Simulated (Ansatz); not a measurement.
H3SbTe, SMILES `[SbH2][TeH]`. The species carries charge 0 and has multiplicity 1. Correlated methods include outer-core shells of Sb, Te, which these sets cover unevenly. Sb, Te: def2 effective core potential.

Cartesian coordinates in Å:
```
Sb -0.374 -1.287 -0.051
Te 1.668 0.391 0.762
H -0.570 -0.548 -1.578
H -1.622 -0.326 0.609
H 0.899 1.770 0.257
```

(1) Give the diagnostics of a CCSD(T)/def2-TZVPP run (frozen core, the Gaussian-basis code of Ansatz). (Estimate.)

Answers

(1) The calculation gave: T1 = 0.0124, largest single amplitude 0.027, largest double 0.059, (T) share of the correlation energy 2.6 %, 10 CCSD cycles. The RHF solution is stable towards an unrestricted one. T1 lies under the customary mark of 0.02 for closed shells.
